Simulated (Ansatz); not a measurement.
Spectroscopic constants of SbO, multiplicity 4 (an upper state: multiplicity 2 came lower at CCSD(T)/def2-TZVPP on PBE0 minima). No spin–orbit coupling.

Seven points along R, fitted to fifth degree in 1/R; most abundant isotopes. Runs in def2 and cc sets follow the lowest solution found near the PBE0 minimum.

Programs: Ansatz (Gaussian orbitals). Values without a source in brackets are computed. In def2 rows elements past Kr take small-core potentials, without spin–orbit coupling.

| level | r_e (Å) | ω_e (cm⁻¹) | α_e (cm⁻¹) | B_e (cm⁻¹) | dipole (D) |
|---|---|---|---|---|---|
| PBE/def2-TZVPP | 2.069 | 538 | 0.0019 | 0.279 | 1.92 |
| PBE0/def2-TZVPP | 2.034 | 578 | 0.0019 | 0.288 | 2.03 |
| wB97X-V/def2-TZVPP | 2.029 | 591 | 0.0018 | 0.290 | 2.11 |
| CCSD/def2-TZVPP | 2.027 | 587 | 0.0020 | 0.290 | - |
| CCSD(T)/def2-TZVPP | 2.038 | 570 | 0.0020 | 0.287 | - |

Correlated levels freeze the inner cores; with def2 sets outer-core shells near the valence are correlated too.

Ansatz is an electronic-structure program.
